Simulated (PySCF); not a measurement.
## Electronic structure of Ni(2+) (nickel, charge +2) at the PBEsol level

Configuration: [Ar] 3d7 4p1, one real determinant (an excited configuration). All numbers are calculated (PySCF 2.14, no relativity, point nucleus, in dyall-av2z (16s12p7d2f, 101 functions)).

```json
{"Total energy": "-1505.264 hartree", "One-electron energy": "-2063.445 hartree", "Hartree (Coulomb) energy": "618.905 hartree", "Exchange-correlation energy": "-60.724 hartree", "Kinetic energy": "1504.00723 hartree", "⟨S²⟩": "6.0005", "⟨L²⟩": "13.860", "Sum of ⟨r⟩": "17.08 bohr", "Sum of ⟨r²⟩": "21.65 bohr²", "Traceless quadrupole moment −½Σ⟨3z² − r²⟩ along its main axis": "-3.32 e·bohr²", "Density at the nucleus (Gaussians lack the cusp)": "14800 bohr⁻³", "Spin density at the nucleus": "-0.839 bohr⁻³", "Langevin diamagnetic susceptibility": "-17.1 ×10⁻⁶ cm³/mol"}
```

```json
{"shell": "1s α", "electrons": "1", "mean orbital energy (hartree)": "-299.27086", "spread (hartree)": "0", "rms radius, mean of both spins (bohr)": "0.0635"}
{"shell": "1s β", "electrons": "1", "mean orbital energy (hartree)": "-299.26937", "spread (hartree)": "0", "rms radius, mean of both spins (bohr)": "0.0635"}
{"shell": "2s α", "electrons": "1", "mean orbital energy (hartree)": "-36.46338", "spread (hartree)": "0", "rms radius, mean of both spins (bohr)": "0.270"}
{"shell": "2s β", "electrons": "1", "mean orbital energy (hartree)": "-36.39053", "spread (hartree)": "0", "rms radius, mean of both spins (bohr)": "0.270"}
{"shell": "2p α", "electrons": "3", "mean orbital energy (hartree)": "-31.97412", "spread (hartree)": "0.01026", "rms radius, mean of both spins (bohr)": "0.240"}
{"shell": "2p β", "electrons": "3", "mean orbital energy (hartree)": "-31.91926", "spread (hartree)": "0.00524", "rms radius, mean of both spins (bohr)": "0.240"}
{"shell": "3s α", "electrons": "1", "mean orbital energy (hartree)": "-5.07579", "spread (hartree)": "0", "rms radius, mean of both spins (bohr)": "0.801"}
{"shell": "3s β", "electrons": "1", "mean orbital energy (hartree)": "-4.93520", "spread (hartree)": "0", "rms radius, mean of both spins (bohr)": "0.801"}
{"shell": "3p α", "electrons": "3", "mean orbital energy (hartree)": "-3.70250", "spread (hartree)": "0.01573", "rms radius, mean of both spins (bohr)": "0.840"}
{"shell": "3p β", "electrons": "3", "mean orbital energy (hartree)": "-3.56313", "spread (hartree)": "0.01356", "rms radius, mean of both spins (bohr)": "0.840"}
{"shell": "3d α", "electrons": "5", "mean orbital energy (hartree)": "-1.40979", "spread (hartree)": "0.05553", "rms radius, mean of both spins (bohr)": "1.02"}
{"shell": "3d β", "electrons": "2", "mean orbital energy (hartree)": "-1.29842", "spread (hartree)": "0.01149", "rms radius, mean of both spins (bohr)": "1.02"}
{"shell": "4p α", "electrons": "1", "mean orbital energy (hartree)": "-0.67240", "spread (hartree)": "0", "rms radius, mean of both spins (bohr)": "2.89"}
```

⟨L²⟩ = 13.86 against 20 for a pure G term, so this real determinant mixes terms.
